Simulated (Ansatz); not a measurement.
One change: `[NH2][Hf]([NH2])([NH2])[OH]` becomes `[NH2][Hf]([NH2])([OH])[Cl]`.

Ansatz, PBE0-D4/def2-TZVP geometries, multiplicity 1. Each molecule was computed in one conformer, which needn't be the lowest.

Elements past krypton have def2 core potentials.

```
                                        property  `[NH2][Hf]([NH2])([NH2])[OH]`
           HOMO–LUMO gap (B3LYP/def2-TZVPP) / eV                           6.29
size of the dipole moment (B3LYP/def2-TZVPP) / D                           0.59
             HOMO–LUMO gap (PBE/def2-TZVPP) / eV                           4.76
           HOMO energy (ωB97M-V/def2-TZVPP) / eV                          -9.08
           LUMO energy (ωB97M-V/def2-TZVPP) / eV                           1.26
         HOMO–LUMO gap (ωB97M-V/def2-TZVPP) / eV                          10.34
```

Problem. Give the same properties after the change, and the shifts. (An estimate is asked.)

Solution. Computed: 
```csv
property,`[NH2][Hf]([NH2])([OH])[Cl]`,shift
HOMO–LUMO gap (B3LYP/def2-TZVPP) / eV,6.72,0.43
size of the dipole moment (B3LYP/def2-TZVPP) / D,3.20,2.61
HOMO–LUMO gap (PBE/def2-TZVPP) / eV,4.99,0.23
HOMO energy (ωB97M-V/def2-TZVPP) / eV,-9.76,-0.68
LUMO energy (ωB97M-V/def2-TZVPP) / eV,1.06,-0.20
HOMO–LUMO gap (ωB97M-V/def2-TZVPP) / eV,10.82,0.48
```

With PBE0 the HOMO falls by 0.69 eV and the LUMO falls by 0.24 eV, so the gap widens by about 0.45 eV. PBE moves the HOMO by -0.67 eV and ωB97M-V by -0.68 eV. The zero-point energy changes by -59.7 kJ/mol with -6 modes. Dipoles are sizes alone; their direction can turn.

B3LYP here is the variant with VWN-RPA as its local correlation; programs differ in this.

Positive LUMOs are unbound, so they and the gaps depend on the basis.
